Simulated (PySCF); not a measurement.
C4H10B, SMILES CC[B]CC, multiplicity 2. Atoms are numbered in the order given.

```xyz
15

C      2.5721    -0.0785     0.0035
C      1.0843     0.0290    -0.3347
B      0.0353    -0.0517     0.8089
C     -1.5179     0.0092     0.7132
C     -2.1455     0.0530    -0.6875
H      2.8752     0.7109     0.7090
H      2.7988    -1.0429     0.4848
H      3.2091     0.0073    -0.8917
H      0.8684     0.9854    -0.8615
H      0.7914    -0.7373    -1.0857
H     -1.8226     0.8972     1.3058
H     -1.9336    -0.8294     1.3062
H     -1.8925    -0.8491    -1.2678
H     -1.7838     0.9202    -1.2634
H     -3.2451     0.1197    -0.6476
```
Charge 0, spin multiplicity 2.

Coordinates come from a r2SCAN-D4/def2-SVP optimisation. The isomer is the one that the SMILES or the coordinates give; other isomers of the formula were not compared. Other conformers were not sampled.

The numbers are results of M06-2X/def2-TZVP (PySCF), not measurements.

ESP charges are fitted to the potential on shells at 1.4 to 2.0 van der Waals radii. Atomic charges (e):

```json
[
 {"atom": "C1", "ESP fit": "-0.68", "meta-Löwdin": "-0.32", "Mulliken spin": "0.02"},
 {"atom": "C2", "ESP fit": "0.60", "meta-Löwdin": "(withheld)", "Mulliken spin": "-0.05"},
 {"atom": "B3", "ESP fit": "-0.50", "meta-Löwdin": "0.12", "Mulliken spin": "1.00"},
 {"atom": "C4", "ESP fit": "0.68", "meta-Löwdin": "(withheld)", "Mulliken spin": "-0.03"},
 {"atom": "C5", "ESP fit": "-0.48", "meta-Löwdin": "-0.32", "Mulliken spin": "0.03"},
 {"atom": "H6", "ESP fit": "0.15", "meta-Löwdin": "(withheld)", "Mulliken spin": "0.00"},
 {"atom": "H7", "ESP fit": "0.16", "meta-Löwdin": "(withheld)", "Mulliken spin": "0.00"},
 {"atom": "H8", "ESP fit": "0.13", "meta-Löwdin": "(withheld)", "Mulliken spin": "0.00"},
 {"atom": "H9", "ESP fit": "-0.06", "meta-Löwdin": "(withheld)", "Mulliken spin": "0.01"},
 {"atom": "H10", "ESP fit": "-0.07", "meta-Löwdin": "(withheld)", "Mulliken spin": "0.02"},
 {"atom": "H11", "ESP fit": "-0.09", "meta-Löwdin": "(withheld)", "Mulliken spin": "0.00"},
 {"atom": "H12", "ESP fit": "-0.11", "meta-Löwdin": "(withheld)", "Mulliken spin": "0.00"},
 {"atom": "H13", "ESP fit": "0.11", "meta-Löwdin": "(withheld)", "Mulliken spin": "0.00"},
 {"atom": "H14", "ESP fit": "0.09", "meta-Löwdin": "(withheld)", "Mulliken spin": "0.00"},
 {"atom": "H15", "ESP fit": "0.07", "meta-Löwdin": "(withheld)", "Mulliken spin": "0.00"}
]
```

Question: Complete the blanks. (An estimate is asked for; the answer gives what the named calculation found.)

Answer: 
- C2, meta-Löwdin: -0.31
- C4, meta-Löwdin: -0.31
- H6, meta-Löwdin: 0.11
- H7, meta-Löwdin: 0.11
- H8, meta-Löwdin: 0.10
- H9, meta-Löwdin: 0.12
- H10, meta-Löwdin: 0.12
- H11, meta-Löwdin: 0.13
- H12, meta-Löwdin: 0.13
- H13, meta-Löwdin: 0.10
- H14, meta-Löwdin: 0.10
- H15, meta-Löwdin: 0.11

Question: Give the Mayer and Wiberg (Löwdin basis) orders of the bonds. (Estimate from the structure and the level; the computed values follow.)

Answer: 
```
bond    Mayer  Wiberg
------  -----  ------
C1–C2    0.95    1.27
C2–B3    0.98    1.38
B3–C4    1.05    1.39
C4–C5    0.91    1.25
C1–H6    0.97    0.90
C1–H7    0.97    0.90
C1–H8    0.98    0.91
C2–H9    0.92    0.78
C2–H10   0.92    0.78
C4–H11   0.93    0.78
C4–H12   0.94    0.79
C5–H13   0.97    0.91
C5–H14   0.97    0.91
C5–H15   0.97    0.91
```
